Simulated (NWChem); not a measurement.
Species: CH6MgSi; SMILES [CH3][Mg][SiH3]

```xyz
9

Mg     0.2835    -0.6451    -0.0005
C      0.3531    -2.7377    -0.0005
H      0.8487    -3.1295    -0.8987
H     -0.6518    -3.1793     0.0309
H      0.9029    -3.1277     0.8664
Si     0.1956     1.9487    -0.0005
H     -1.1775     2.5014     0.2328
H      0.6493     2.5639    -1.2892
H      1.0532     2.5779     1.0549
```
Atoms are numbered in this order, from 1.

Program: NWChem. The geometry was optimised at B3LYP/6-31G* (spherical d). B3LYP is NWChem's, with the RPA form of VWN correlation. Ions are spin-unrestricted doublets at the neutral geometry; other ion states weren't tried.

For level B3LYP/def2-SVP:

```
Item                                   Result
-------------------------------------  ------
vertical ionisation energy, ΔSCF (eV)    8.43
−ε(HOMO) (eV)                            6.33
```

Q: How do the values read with level PBE/def2-SVP instead?

A: 
| Quantity | Value |
|---|---|
| vertical ionisation energy, ΔSCF (eV) | 8.25 |
| −ε(HOMO) (eV) | 5.48 |
